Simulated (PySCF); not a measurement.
## Calculated data, BH4Si

Calculation on a computer-drawn molecule: vertical ionisation energy to the stated ion spin, frozen-core CCSD(T) at the basis limit and cheaper methods, single-reference cases, UHF for radicals, no spin-orbit; all values are single points at the evaluated structure, the first of each entry, which is the reference or a displaced copy of it and isn't optimised; the reference structure only sets the zero of the energies above reference; triples share is (T) over the correlation energy. Program: PySCF 2.14.0.

Common to all runs: charge 0; multiplicity 2; ion multiplicity 1; diffuse functions no; basis cc-pV(n+d)Z; reference is the Hartree-Fock double-zeta minimum; best is HF at quadruple zeta + MP2 correlation extrapolated from triple and quadruple zeta + CCSD(T) minus MP2 at triple zeta; basis step is the size of the change from the same recipe one zeta lower.

(1) 
```xyz
6
formula=BH4Si ionisation_energy_best=9.202 ionisation_energy_basis_step=0.02236 energy_above_reference_best=34.15 energy_above_reference_basis_step=0.4594 total_energy_HF_triple_zeta=-315.8386 total_energy_CCSD(T)_triple_zeta=-316.1047 total_energy_best=-316.1351 T1_diagnostic_at_triple_zeta=0.01427 D1_diagnostic_at_triple_zeta=0.03348 spin_squared_at_triple_zeta=0.7629 ion_T1_diagnostic_at_triple_zeta=0.01022 ion_D1_diagnostic_at_triple_zeta=0.02154 triples_share_at_triple_zeta=0.03239 basis_functions_triple_zeta=125 dipole_magnitude_HF_at_triple_zeta=1.189 dipole_magnitude_CCSD_unrelaxed_at_triple_zeta=1.187 dipole_magnitude_PBE_at_triple_zeta=1.096 dipole_magnitude_r2SCAN_at_triple_zeta=1.084 dipole_magnitude_B3LYP_at_triple_zeta=1.144 dipole_magnitude_wB97X_at_triple_zeta=1.173
B      0.3985     1.6311    -0.9899
Si    -0.3863     1.3729    -2.4502
H      1.0503     2.4787    -0.5807
H      0.5424     0.8195    -0.0213
H     -0.5704     2.3054    -3.4710
H     -1.4530     0.0875    -2.8257
```

Units: ionisation_energy_best, ionisation_energy_basis_step in eV; energy_above_reference_best, energy_above_reference_basis_step in kcal/mol; total_energy_HF_triple_zeta, total_energy_CCSD(T)_triple_zeta, total_energy_best in hartree; dipole_magnitude_HF_at_triple_zeta, dipole_magnitude_CCSD_unrelaxed_at_triple_zeta, dipole_magnitude_PBE_at_triple_zeta, dipole_magnitude_r2SCAN_at_triple_zeta, dipole_magnitude_B3LYP_at_triple_zeta, dipole_magnitude_wB97X_at_triple_zeta in debye.

Reference structure:
```xyz
6
BH4Si
B      0.4462     1.5611    -0.7666
Si    -0.5326     1.3831    -2.4426
H      1.0906     2.5478    -0.5507
H      0.4040     0.6841     0.0484
H     -0.5437     2.4050    -3.5076
H     -1.3536     0.2101    -2.8014
```

Drawn bonds:
```csv
atom,other atom,order
1,2,1
1,3,1
1,4,1
2,5,1
2,6,1
```

Triple zeta:
```csv
method,ionisation energy (eV),energy above reference (kcal/mol)
HF,8.516,37.97
PBE,9.43,32.01
r2SCAN,9.534,32.52
B3LYP,9.315,32.77
wB97X,9.174,32.93
MP2,9.118,35.04
CCSD,9.094,34.9
CCSD(T),9.16,34.76
```

(2) 
```xyz
6
formula=BH4Si ionisation_energy_best=8.594 ionisation_energy_basis_step=0.02659 energy_above_reference_best=5.512 energy_above_reference_basis_step=0.1369 total_energy_HF_triple_zeta=-315.8899 total_energy_CCSD(T)_triple_zeta=-316.1512 total_energy_best=-316.1808 T1_diagnostic_at_triple_zeta=0.01625 D1_diagnostic_at_triple_zeta=0.05366 spin_squared_at_triple_zeta=0.7642 ion_T1_diagnostic_at_triple_zeta=0.00936 ion_D1_diagnostic_at_triple_zeta=0.01716 triples_share_at_triple_zeta=0.03194 basis_functions_triple_zeta=125 dipole_magnitude_HF_at_triple_zeta=1.153 dipole_magnitude_CCSD_unrelaxed_at_triple_zeta=1.315 dipole_magnitude_PBE_at_triple_zeta=1.412 dipole_magnitude_r2SCAN_at_triple_zeta=1.347 dipole_magnitude_B3LYP_at_triple_zeta=1.39 dipole_magnitude_wB97X_at_triple_zeta=1.335
B      0.4723     1.5534    -0.8740
Si    -0.5720     1.4212    -2.4493
H      1.0158     2.6479    -0.5643
H      0.4922     0.6787     0.0326
H     -0.5196     2.3127    -3.5164
H     -1.2573     0.1757    -2.7673
```

Units: ionisation_energy_best, ionisation_energy_basis_step in eV; energy_above_reference_best, energy_above_reference_basis_step in kcal/mol; total_energy_HF_triple_zeta, total_energy_CCSD(T)_triple_zeta, total_energy_best in hartree; dipole_magnitude_HF_at_triple_zeta, dipole_magnitude_CCSD_unrelaxed_at_triple_zeta, dipole_magnitude_PBE_at_triple_zeta, dipole_magnitude_r2SCAN_at_triple_zeta, dipole_magnitude_B3LYP_at_triple_zeta, dipole_magnitude_wB97X_at_triple_zeta in debye.

Reference structure:
```xyz
6
BH4Si
B      0.4462     1.5611    -0.7666
Si    -0.5326     1.3831    -2.4426
H      1.0906     2.5478    -0.5507
H      0.4040     0.6841     0.0484
H     -0.5437     2.4050    -3.5076
H     -1.3536     0.2101    -2.8014
```

Drawn bonds:
```csv
atom,other atom,order
1,2,1
1,3,1
1,4,1
2,5,1
2,6,1
```

Triple zeta:
```csv
method,ionisation energy (eV),energy above reference (kcal/mol)
HF,7.864,5.773
PBE,8.846,5.638
r2SCAN,8.933,5.529
B3LYP,8.713,5.562
wB97X,8.535,5.315
MP2,8.477,5.587
CCSD,8.479,5.557
CCSD(T),8.549,5.589
```

(3) 
```xyz
6
formula=BH4Si ionisation_energy_best=8.582 ionisation_energy_basis_step=0.0269 energy_above_reference_best=4.439 energy_above_reference_basis_step=0.1021 total_energy_HF_triple_zeta=-315.8918 total_energy_CCSD(T)_triple_zeta=-316.1528 total_energy_best=-316.1825 T1_diagnostic_at_triple_zeta=0.01623 D1_diagnostic_at_triple_zeta=0.0539 spin_squared_at_triple_zeta=0.7643 ion_T1_diagnostic_at_triple_zeta=0.009224 ion_D1_diagnostic_at_triple_zeta=0.01684 triples_share_at_triple_zeta=0.03174 basis_functions_triple_zeta=125 dipole_magnitude_HF_at_triple_zeta=1.088 dipole_magnitude_CCSD_unrelaxed_at_triple_zeta=1.263 dipole_magnitude_PBE_at_triple_zeta=1.364 dipole_magnitude_r2SCAN_at_triple_zeta=1.293 dipole_magnitude_B3LYP_at_triple_zeta=1.338 dipole_magnitude_wB97X_at_triple_zeta=1.279
B      0.4723     1.5534    -0.8740
Si    -0.5720     1.4212    -2.4493
H      1.0158     2.6479    -0.5643
H      0.4914     0.7141    -0.0041
H     -0.5196     2.3127    -3.5164
H     -1.2573     0.1757    -2.7673
```

Units: ionisation_energy_best, ionisation_energy_basis_step in eV; energy_above_reference_best, energy_above_reference_basis_step in kcal/mol; total_energy_HF_triple_zeta, total_energy_CCSD(T)_triple_zeta, total_energy_best in hartree; dipole_magnitude_HF_at_triple_zeta, dipole_magnitude_CCSD_unrelaxed_at_triple_zeta, dipole_magnitude_PBE_at_triple_zeta, dipole_magnitude_r2SCAN_at_triple_zeta, dipole_magnitude_B3LYP_at_triple_zeta, dipole_magnitude_wB97X_at_triple_zeta in debye.

Reference structure:
```xyz
6
BH4Si
B      0.4462     1.5611    -0.7666
Si    -0.5326     1.3831    -2.4426
H      1.0906     2.5478    -0.5507
H      0.4040     0.6841     0.0484
H     -0.5437     2.4050    -3.5076
H     -1.3536     0.2101    -2.8014
```

Drawn bonds:
```csv
atom,other atom,order
1,2,1
1,3,1
1,4,1
2,5,1
2,6,1
```

Triple zeta:
```csv
method,ionisation energy (eV),energy above reference (kcal/mol)
HF,7.85,4.556
PBE,8.836,4.802
r2SCAN,8.922,4.5
B3LYP,8.703,4.434
wB97X,8.523,4.261
MP2,8.464,4.418
CCSD,8.468,4.48
CCSD(T),8.537,4.552
```

(4) 
```xyz
6
formula=BH4Si ionisation_energy_best=8.59 ionisation_energy_basis_step=0.02669 energy_above_reference_best=5.03 energy_above_reference_basis_step=0.1255 total_energy_HF_triple_zeta=-315.8907 total_energy_CCSD(T)_triple_zeta=-316.1519 total_energy_best=-316.1816 T1_diagnostic_at_triple_zeta=0.01625 D1_diagnostic_at_triple_zeta=0.05374 spin_squared_at_triple_zeta=0.7642 ion_T1_diagnostic_at_triple_zeta=0.009311 ion_D1_diagnostic_at_triple_zeta=0.01702 triples_share_at_triple_zeta=0.03187 basis_functions_triple_zeta=125 dipole_magnitude_HF_at_triple_zeta=1.131 dipole_magnitude_CCSD_unrelaxed_at_triple_zeta=1.297 dipole_magnitude_PBE_at_triple_zeta=1.395 dipole_magnitude_r2SCAN_at_triple_zeta=1.329 dipole_magnitude_B3LYP_at_triple_zeta=1.372 dipole_magnitude_wB97X_at_triple_zeta=1.316
B      0.4723     1.5534    -0.8740
Si    -0.5720     1.4212    -2.4493
H      1.0158     2.6479    -0.5643
H      0.4919     0.6905     0.0204
H     -0.5196     2.3127    -3.5164
H     -1.2573     0.1757    -2.7673
```

Units: ionisation_energy_best, ionisation_energy_basis_step in eV; energy_above_reference_best, energy_above_reference_basis_step in kcal/mol; total_energy_HF_triple_zeta, total_energy_CCSD(T)_triple_zeta, total_energy_best in hartree; dipole_magnitude_HF_at_triple_zeta, dipole_magnitude_CCSD_unrelaxed_at_triple_zeta, dipole_magnitude_PBE_at_triple_zeta, dipole_magnitude_r2SCAN_at_triple_zeta, dipole_magnitude_B3LYP_at_triple_zeta, dipole_magnitude_wB97X_at_triple_zeta in debye.

Reference structure:
```xyz
6
BH4Si
B      0.4462     1.5611    -0.7666
Si    -0.5326     1.3831    -2.4426
H      1.0906     2.5478    -0.5507
H      0.4040     0.6841     0.0484
H     -0.5437     2.4050    -3.5076
H     -1.3536     0.2101    -2.8014
```

Drawn bonds:
```csv
atom,other atom,order
1,2,1
1,3,1
1,4,1
2,5,1
2,6,1
```

Triple zeta:
```csv
method,ionisation energy (eV),energy above reference (kcal/mol)
HF,7.859,5.237
PBE,8.843,5.235
r2SCAN,8.929,5.061
B3LYP,8.71,5.063
wB97X,8.531,4.836
MP2,8.472,5.069
CCSD,8.475,5.072
CCSD(T),8.545,5.118
```

(5) 
```xyz
6
formula=BH4Si ionisation_energy_best=8.649 ionisation_energy_basis_step=0.02579 energy_above_reference_best=18.75 energy_above_reference_basis_step=0.2385 total_energy_HF_triple_zeta=-315.8669 total_energy_CCSD(T)_triple_zeta=-316.1302 total_energy_best=-316.1597 T1_diagnostic_at_triple_zeta=0.01664 D1_diagnostic_at_triple_zeta=0.05236 spin_squared_at_triple_zeta=0.7642 ion_T1_diagnostic_at_triple_zeta=0.01037 ion_D1_diagnostic_at_triple_zeta=0.02119 triples_share_at_triple_zeta=0.033 basis_functions_triple_zeta=125 dipole_magnitude_HF_at_triple_zeta=1.519 dipole_magnitude_CCSD_unrelaxed_at_triple_zeta=1.593 dipole_magnitude_PBE_at_triple_zeta=1.669 dipole_magnitude_r2SCAN_at_triple_zeta=1.639 dipole_magnitude_B3LYP_at_triple_zeta=1.676 dipole_magnitude_wB97X_at_triple_zeta=1.642
B      0.4723     1.5534    -0.8740
Si    -0.5720     1.4212    -2.4493
H      1.0158     2.6479    -0.5643
H      0.4956     0.5274     0.1895
H     -0.5196     2.3127    -3.5164
H     -1.2573     0.1757    -2.7673
```

Units: ionisation_energy_best, ionisation_energy_basis_step in eV; energy_above_reference_best, energy_above_reference_basis_step in kcal/mol; total_energy_HF_triple_zeta, total_energy_CCSD(T)_triple_zeta, total_energy_best in hartree; dipole_magnitude_HF_at_triple_zeta, dipole_magnitude_CCSD_unrelaxed_at_triple_zeta, dipole_magnitude_PBE_at_triple_zeta, dipole_magnitude_r2SCAN_at_triple_zeta, dipole_magnitude_B3LYP_at_triple_zeta, dipole_magnitude_wB97X_at_triple_zeta in debye.

Reference structure:
```xyz
6
BH4Si
B      0.4462     1.5611    -0.7666
Si    -0.5326     1.3831    -2.4426
H      1.0906     2.5478    -0.5507
H      0.4040     0.6841     0.0484
H     -0.5437     2.4050    -3.5076
H     -1.3536     0.2101    -2.8014
```

Drawn bonds:
```csv
atom,other atom,order
1,2,1
1,3,1
1,4,1
2,5,1
2,6,1
```

Triple zeta:
```csv
method,ionisation energy (eV),energy above reference (kcal/mol)
HF,7.934,20.16
PBE,8.893,17.88
r2SCAN,8.988,18.61
B3LYP,8.767,18.92
wB97X,8.595,18.79
MP2,8.537,19.54
CCSD,8.535,18.9
CCSD(T),8.605,18.71
```

(6) 
```xyz
6
formula=BH4Si ionisation_energy_best=8.719 ionisation_energy_basis_step=0.02643 energy_above_reference_best=41.23 energy_above_reference_basis_step=0.2621 total_energy_HF_triple_zeta=-315.8271 total_energy_CCSD(T)_triple_zeta=-316.0945 total_energy_best=-316.1239 T1_diagnostic_at_triple_zeta=0.01893 D1_diagnostic_at_triple_zeta=0.05148 spin_squared_at_triple_zeta=0.768 ion_T1_diagnostic_at_triple_zeta=0.01303 ion_D1_diagnostic_at_triple_zeta=0.03227 triples_share_at_triple_zeta=0.03488 basis_functions_triple_zeta=125 dipole_magnitude_HF_at_triple_zeta=2.127 dipole_magnitude_CCSD_unrelaxed_at_triple_zeta=1.992 dipole_magnitude_PBE_at_triple_zeta=2.07 dipole_magnitude_r2SCAN_at_triple_zeta=2.089 dipole_magnitude_B3LYP_at_triple_zeta=2.13 dipole_magnitude_wB97X_at_triple_zeta=2.137
B      0.4723     1.5534    -0.8740
Si    -0.5720     1.4212    -2.4493
H      1.0158     2.6479    -0.5643
H      0.4998     0.3448     0.3787
H     -0.5196     2.3127    -3.5164
H     -1.2573     0.1757    -2.7673
```

Units: ionisation_energy_best, ionisation_energy_basis_step in eV; energy_above_reference_best, energy_above_reference_basis_step in kcal/mol; total_energy_HF_triple_zeta, total_energy_CCSD(T)_triple_zeta, total_energy_best in hartree; dipole_magnitude_HF_at_triple_zeta, dipole_magnitude_CCSD_unrelaxed_at_triple_zeta, dipole_magnitude_PBE_at_triple_zeta, dipole_magnitude_r2SCAN_at_triple_zeta, dipole_magnitude_B3LYP_at_triple_zeta, dipole_magnitude_wB97X_at_triple_zeta in debye.

Reference structure:
```xyz
6
BH4Si
B      0.4462     1.5611    -0.7666
Si    -0.5326     1.3831    -2.4426
H      1.0906     2.5478    -0.5507
H      0.4040     0.6841     0.0484
H     -0.5437     2.4050    -3.5076
H     -1.3536     0.2101    -2.8014
```

Drawn bonds:
```csv
atom,other atom,order
1,2,1
1,3,1
1,4,1
2,5,1
2,6,1
```

Triple zeta:
```csv
method,ionisation energy (eV),energy above reference (kcal/mol)
HF,8.035,45.17
PBE,8.954,39.53
r2SCAN,9.062,41.26
B3LYP,8.839,41.69
wB97X,8.678,42.5
MP2,8.611,43.69
CCSD,8.602,41.74
CCSD(T),8.673,41.15
```

(7) 
```xyz
6
formula=BH4Si ionisation_energy_best=8.435 ionisation_energy_basis_step=0.02601 energy_above_reference_best=-0.02743 energy_above_reference_basis_step=0.005376 total_energy_HF_triple_zeta=-315.8991 total_energy_CCSD(T)_triple_zeta=-316.1601 total_energy_best=-316.1896 T1_diagnostic_at_triple_zeta=0.01629 D1_diagnostic_at_triple_zeta=0.05262 spin_squared_at_triple_zeta=0.7644 ion_T1_diagnostic_at_triple_zeta=0.009033 ion_D1_diagnostic_at_triple_zeta=0.01675 triples_share_at_triple_zeta=0.03217 basis_functions_triple_zeta=125 dipole_magnitude_HF_at_triple_zeta=0.7459 dipole_magnitude_CCSD_unrelaxed_at_triple_zeta=0.9925 dipole_magnitude_PBE_at_triple_zeta=1.133 dipole_magnitude_r2SCAN_at_triple_zeta=1.037 dipole_magnitude_B3LYP_at_triple_zeta=1.079 dipole_magnitude_wB97X_at_triple_zeta=0.9993
B      0.4468     1.5607    -0.7666
Si    -0.5307     1.3835    -2.4393
H      1.0906     2.5478    -0.5510
H      0.4039     0.6835     0.0486
H     -0.5414     2.4052    -3.5046
H     -1.3515     0.2103    -2.7981
```

Units: ionisation_energy_best, ionisation_energy_basis_step in eV; energy_above_reference_best, energy_above_reference_basis_step in kcal/mol; total_energy_HF_triple_zeta, total_energy_CCSD(T)_triple_zeta, total_energy_best in hartree; dipole_magnitude_HF_at_triple_zeta, dipole_magnitude_CCSD_unrelaxed_at_triple_zeta, dipole_magnitude_PBE_at_triple_zeta, dipole_magnitude_r2SCAN_at_triple_zeta, dipole_magnitude_B3LYP_at_triple_zeta, dipole_magnitude_wB97X_at_triple_zeta in debye.

Reference structure:
```xyz
6
BH4Si
B      0.4462     1.5611    -0.7666
Si    -0.5326     1.3831    -2.4426
H      1.0906     2.5478    -0.5507
H      0.4040     0.6841     0.0484
H     -0.5437     2.4050    -3.5076
H     -1.3536     0.2101    -2.8014
```

Drawn bonds:
```csv
atom,other atom,order
1,2,1
1,3,1
1,4,1
2,5,1
2,6,1
```

Triple zeta:
```csv
method,ionisation energy (eV),energy above reference (kcal/mol)
HF,7.683,-0.002848
PBE,8.692,-0.02305
r2SCAN,8.775,-0.0298
B3LYP,8.551,-0.02856
wB97X,8.371,-0.0386
MP2,8.311,-0.0306
CCSD,8.316,-0.0212
CCSD(T),8.389,-0.01969
```

(8) 
```xyz
6
formula=BH4Si
B      0.4296     1.5350    -0.7523
Si    -0.6606     1.3763    -2.4720
H      1.0299     2.5172    -0.5291
H      0.4443     0.6022     0.0066
H     -0.5231     2.4223    -3.4912
H     -1.3977     0.1292    -2.8259
```

Reference structure:
```xyz
6
BH4Si
B      0.4462     1.5611    -0.7666
Si    -0.5326     1.3831    -2.4426
H      1.0906     2.5478    -0.5507
H      0.4040     0.6841     0.0484
H     -0.5437     2.4050    -3.5076
H     -1.3536     0.2101    -2.8014
```

Drawn bonds:
```csv
atom,other atom,order
1,2,1
1,3,1
1,4,1
2,5,1
2,6,1
```

(9) 
```xyz
6
formula=BH4Si
B      0.4328     1.5512    -0.7532
Si    -0.5308     1.3819    -2.4365
H      1.1090     2.5550    -0.5754
H      0.4231     0.6995     0.0868
H     -0.5581     2.3964    -3.4897
H     -1.6555    -0.2329    -2.9313
```

Reference structure:
```xyz
6
BH4Si
B      0.4462     1.5611    -0.7666
Si    -0.5326     1.3831    -2.4426
H      1.0906     2.5478    -0.5507
H      0.4040     0.6841     0.0484
H     -0.5437     2.4050    -3.5076
H     -1.3536     0.2101    -2.8014
```

Drawn bonds:
```csv
atom,other atom,order
1,2,1
1,3,1
1,4,1
2,5,1
2,6,1
```

(10) 
```xyz
6
formula=BH4Si
B      0.4821     1.4979    -0.6759
Si    -0.5608     1.3269    -2.4753
H      1.1531     2.5705    -0.4954
H      0.3144     0.6884     0.0836
H     -0.5370     2.3750    -3.4629
H     -1.3639     0.2479    -2.7822
```

Reference structure:
```xyz
6
BH4Si
B      0.4462     1.5611    -0.7666
Si    -0.5326     1.3831    -2.4426
H      1.0906     2.5478    -0.5507
H      0.4040     0.6841     0.0484
H     -0.5437     2.4050    -3.5076
H     -1.3536     0.2101    -2.8014
```

Drawn bonds:
```csv
atom,other atom,order
1,2,1
1,3,1
1,4,1
2,5,1
2,6,1
```

Questions
1. BH4Si (entry 8): ion T1 diagnostic at triple zeta?
2. BH4Si (entry 8): dipole magnitude HF at triple zeta?
3. Give the table of triple zeta values for BH4Si (entry 8).
4. What total energy best does the calculation give for BH4Si (entry 9)?
5. What ionisation energy best does the calculation give for BH4Si (entry 9)?
6. What energy above reference basis step does the calculation give for BH4Si (entry 9)?
7. What dipole magnitude B3LYP at triple zeta does the calculation give for BH4Si (entry 9)?
8. BH4Si (entry 10): dipole magnitude B3LYP at triple zeta?
9. BH4Si (entry 10): dipole magnitude PBE at triple zeta?
10. Give the table of triple zeta values for BH4Si (entry 10).

Calculated values
1. 0.009007
2. 0.5342 debye
3. 
Triple zeta:
```csv
method,ionisation energy (eV),energy above reference (kcal/mol)
HF,7.495,2.381
PBE,8.492,2.997
r2SCAN,8.577,3.135
B3LYP,8.351,3.084
wB97X,8.166,3.343
MP2,8.102,3.25
CCSD,8.121,2.923
CCSD(T),8.194,2.906
```
4. -316.1395 hartree
5. 8.54 eV
6. 0.3074 kcal/mol
7. 0.8632 debye
8. 0.999 debye
9. 1.097 debye
10. 
Triple zeta:
```csv
method,ionisation energy (eV),energy above reference (kcal/mol)
HF,7.367,9.475
PBE,8.398,10.61
r2SCAN,8.473,10.49
B3LYP,8.249,10.15
wB97X,8.053,10.75
MP2,7.989,10.28
CCSD,8.01,10.06
CCSD(T),8.085,10.04
```

Further results for BH4Si (entry 8):

* ionisation energy best: 8.24 eV
* ionisation energy basis step: 0.02651 eV
* energy above reference best: 3.022 kcal/mol
* energy above reference basis step: 0.06679 kcal/mol
* total energy HF triple zeta: -315.8953 hartree
* total energy CCSD(T) triple zeta: -316.1554 hartree
* total energy best: -316.1848 hartree
* T1 diagnostic at triple zeta: 0.01879
* D1 diagnostic at triple zeta: 0.06777
* spin squared at triple zeta: 0.7673
* ion D1 diagnostic at triple zeta: 0.01724
* triples share at triple zeta: 0.03238
* basis functions triple zeta: 125
* dipole magnitude CCSD unrelaxed at triple zeta: 0.869 debye
* dipole magnitude PBE at triple zeta: 1.111 debye
* dipole magnitude r2SCAN at triple zeta: 0.9718 debye
* dipole magnitude B3LYP at triple zeta: 1.019 debye
* dipole magnitude wB97X at triple zeta: 0.854 debye

Further results for BH4Si (entry 9):

- ionisation energy basis step: 0.01833 eV
- energy above reference best: 31.43 kcal/mol
- total energy HF triple zeta: -315.8430 hartree
- total energy CCSD(T) triple zeta: -316.1105 hartree
- T1 diagnostic at triple zeta: 0.02693
- D1 diagnostic at triple zeta: 0.08831
- spin squared at triple zeta: 0.8069
- ion T1 diagnostic at triple zeta: 0.01174
- ion D1 diagnostic at triple zeta: 0.02751
- triples share at triple zeta: 0.03556
- basis functions triple zeta: 125
- dipole magnitude HF at triple zeta: 0.7385 debye
- dipole magnitude CCSD unrelaxed at triple zeta: 0.7833 debye
- dipole magnitude PBE at triple zeta: 0.8901 debye
- dipole magnitude r2SCAN at triple zeta: 0.8399 debye
- dipole magnitude wB97X at triple zeta: 0.8278 debye

Triple zeta:
```csv
method,ionisation energy (eV),energy above reference (kcal/mol)
HF,7.852,35.2
PBE,8.772,27.95
r2SCAN,8.876,30.43
B3LYP,8.646,30.92
wB97X,8.491,32.66
MP2,8.391,34.7
CCSD,8.422,31.8
CCSD(T),8.497,31.1
```

Further results for BH4Si (entry 10):

* ionisation energy best: 8.133 eV
* ionisation energy basis step: 0.0282 eV
* energy above reference best: 10.18 kcal/mol
* energy above reference basis step: 0.1751 kcal/mol
* total energy HF triple zeta: -315.8840 hartree
* total energy CCSD(T) triple zeta: -316.1441 hartree
* total energy best: -316.1733 hartree
* T1 diagnostic at triple zeta: 0.01913
* D1 diagnostic at triple zeta: 0.06882
* spin squared at triple zeta: 0.7671
* ion T1 diagnostic at triple zeta: 0.008767
* ion D1 diagnostic at triple zeta: 0.01634
* triples share at triple zeta: 0.03243
* basis functions triple zeta: 125
* dipole magnitude HF at triple zeta: 0.5141 debye
* dipole magnitude CCSD unrelaxed at triple zeta: 0.8352 debye
* dipole magnitude r2SCAN at triple zeta: 0.9547 debye
* dipole magnitude wB97X at triple zeta: 0.8221 debye
